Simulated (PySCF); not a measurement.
Ba⁵¹⁺: ionisation energy

Ba⁵¹⁺ [He] 2s2 2p1 (2P) → Ba⁵²⁺ [He] 2s2 (1S), as a difference of total energies. Computed with PySCF 2.14 in an even-tempered Gaussian basis (19 s from 26 bohr⁻², ratio 2.2; 12 p from 33 bohr⁻², ratio 2.2; 5 d from 130 bohr⁻², ratio 2.4; 5 f from 190 bohr⁻², ratio 2.4; 4 g from 280 bohr⁻², ratio 2.4), with the spin-free X2C one-electron Hamiltonian (Gaussian nucleus). Correlated levels: nothing frozen; virtual orbitals above 40 to 60 times the deepest correlated orbital energy dropped. The calculations carry no spin-orbit coupling.

```csv
method,ionisation energy (eV)
UHF,9740.8
LDA,9733.5
PBE,9742.2
BLYP,9744.2
TPSSh,9744.8
MP2 (all electrons),9740.2
SCS-MP2 (all electrons),9739.9
```

Task: Estimate what PBE0 gives.

Result: 9742.1 eV, closest to PBE among the rows shown.

Task: Estimate what r2SCAN gives.

Result: 9744.7 eV, closest to TPSSh among the rows shown.

A first-order spin-orbit estimate (lowest level to lowest level, LS coupling) adds 270.3 eV.

For this ion Breit and QED terms and the two-electron picture change, all absent here, outweigh the differences among the correlated methods.

First order in ζ underestimates the shift of j = l − 1/2 levels at high Z.

For comparison: 10023 ± 4 eV (theoretical estimate listed by NIST; NIST Atomic Spectra Database, ionization energies).
